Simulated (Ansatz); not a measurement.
As(iPr)3 (C9H21As) was relaxed with PBE-D4 (def2-SVP) in Ansatz in these states: charge +1 doublet, neutral singlet. The geometries follow in no particular order.

A:

Cartesian coordinates in Å:
```
As 0.241 -0.230 -0.098
C 1.099 1.577 -0.083
C 2.097 1.698 -1.239
C 1.699 1.937 1.274
H 0.206 2.216 -0.286
H 1.657 1.450 -2.223
H 2.982 1.051 -1.077
H 2.457 2.746 -1.293
H 2.055 2.988 1.228
H 0.973 1.878 2.108
H 2.580 1.311 1.518
C -0.386 -0.750 1.729
C 0.784 -1.293 2.556
C -1.590 -1.689 1.698
H -0.694 0.250 2.120
H 1.650 -0.606 2.589
H 1.129 -2.273 2.172
H 0.444 -1.446 3.601
H -1.940 -1.840 2.740
H -2.447 -1.288 1.123
H -1.326 -2.689 1.300
C -1.252 -0.313 -1.427
C -1.464 -1.756 -1.894
C -1.078 0.675 -2.577
H -2.104 0.004 -0.779
H -1.604 -2.469 -1.059
H -0.617 -2.108 -2.516
H -2.378 -1.799 -2.522
H -1.993 0.644 -3.204
H -0.950 1.723 -2.244
H -0.229 0.401 -3.235
```

B:

```xyz
31

As    0.5486    0.4620   -0.2916
C    -1.4019    0.9283   -0.6248
C    -1.5300    1.4749   -2.0512
C    -1.9739    1.9277    0.3823
H    -1.9656   -0.0265   -0.5364
H    -1.1348    0.7796   -2.8167
H    -0.9741    2.4304   -2.1566
H    -2.5939    1.6791   -2.3022
H    -3.0256    2.1736    0.1181
H    -1.9807    1.5407    1.4199
H    -1.4095    2.8845    0.3762
C     0.4642    0.1942    1.7220
C     0.7932    1.5282    2.4017
C     1.3954   -0.9070    2.2325
H    -0.5856   -0.0946    1.9498
H     0.1381    2.3559    2.0679
H     1.8400    1.8303    2.1870
H     0.6905    1.4449    3.5058
H     1.3345   -0.9728    3.3408
H     1.1423   -1.9082    1.8325
H     2.4567   -0.6952    1.9816
C     0.5035   -1.4887   -0.8634
C     1.9479   -1.9840   -1.0001
C    -0.2685   -1.7320   -2.1614
H    -0.0052   -2.0377   -0.0406
H     2.5440   -1.8345   -0.0792
H     2.4703   -1.4479   -1.8204
H     1.9727   -3.0689   -1.2424
H    -0.2182   -2.8080   -2.4372
H    -1.3407   -1.4657   -2.0836
H     0.1662   -1.1626   -3.0104
```

Problem. Judge from the bond lengths which geometry belongs to which state (an estimate).

Solution. A is the charge +1 doublet (As1–C22 2.001 Å, As1–C12 2.000 Å, As1–C2 2.000 Å); B is the neutral singlet (As1–C22 2.033 Å, As1–C12 2.033 Å, As1–C2 2.033 Å).
